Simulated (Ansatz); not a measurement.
The cluster Ni4⁺, relaxed as a doublet with UKS r2SCAN-D4/def2-SVP in Ansatz, starting from the GFN1-xTB geometry. Force threshold 0.02 eV/Å.

The charge 1 doublet is spin-contaminated (final ⟨S²⟩ up to 1.90, 0.75 for a pure state). At r2SCAN-D4/def2-SVP a quartet of charge 1 lies 0.60 eV below the doublet, each at its own geometry. The structure comes from a short search, and lower isomers may exist.

Start:

```xyz
4

Ni   -0.8223    0.2944    1.0304
Ni   -0.6475   -0.7886   -0.8809
Ni    0.3767    1.1442   -0.6072
Ni    1.0931   -0.6499    0.4577
```

Q: Estimate the energy that the relaxation releases and the steps that it takes.

A: 0.4 kJ/mol, in 5 steps; 70 s on 4 threads of Arm Neoverse N1 on a shared host. The force fell under the threshold at step 4, but the optimiser went on. No frequencies were taken in this run, so the end may be a saddle point.

Q: Does the start keep its bonding and symmetry?

A: By distances, no bond broke or formed. The bond that changes most is Ni2–Ni4, from 2.20 to 2.22 Å (atoms count from 1). Point group Td at the start, C3v at the end, both within 0.05 Å; within 0.015 Å the end is Cs.

Q: Predict the relaxed structure.

A: 
Cartesian coordinates in Å:
```
Ni -0.818 0.293 1.035
Ni -0.657 -0.795 -0.892
Ni 0.381 1.146 -0.607
Ni 1.094 -0.644 0.464
```
Bond lengths (bridged metal pairs left out): 6 × Ni–Ni 2.21 to 2.22 Å.
